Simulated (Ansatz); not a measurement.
GeS, closed-shell singlet (the spin of the measured ground state), most abundant isotopes (31.9721 and 73.9212 u). Constants from fifth-degree fits in 1/R to seven points on the lowest solution found; no spin–orbit coupling, no relativity up to Kr; ω_e x_e and α_e move by some per cent with the fit.

Correlated levels freeze the inner cores; with def2 sets outer-core shells near the valence are correlated too.

Run with Ansatz (Gaussian basis) for Hartree–Fock, density functionals and correlated methods. Values without a source in brackets are computed.

Total energies (hartree; each atom in its lowest state at that level) and vibrational constants (cm⁻¹):

```csv
level,E(GeS) at r_e,E(S),E(Ge),ω_e,ω_e x_e
PBE/def2-TZVPP,-2474.760673,-397.938368,-2076.601766,559,1.5
B3LYP/def2-TZVPP,-2475.304491,-398.132399,-2076.965140,574,1.5
wB97M-V/def2-TZVPP,-2475.107000,-398.090714,-2076.805905,610,1.4
CCSD(T)/def2-QZVPP,-2473.680588,-397.668694,-2075.801618,581,1.6
```

Problem. Work out D_e and D₀ in eV.

Solution. 
D_e = E(S) + E(Ge) − E(molecule), times 27.2114 eV; D₀ = D_e − (ω_e/2 − ω_e x_e/4)/8065.54.
- PBE/def2-TZVPP: D_e = 6.001, zero point 0.035, D₀ = 5.967 eV
- B3LYP/def2-TZVPP: D_e = 5.631, zero point 0.036, D₀ = 5.596 eV
- wB97M-V/def2-TZVPP: D_e = 5.725, zero point 0.038, D₀ = 5.687 eV
- CCSD(T)/def2-QZVPP: D_e = 5.722, zero point 0.036, D₀ = 5.686 eV
No counterpoise correction is made.

Ansatz is an electronic-structure program.
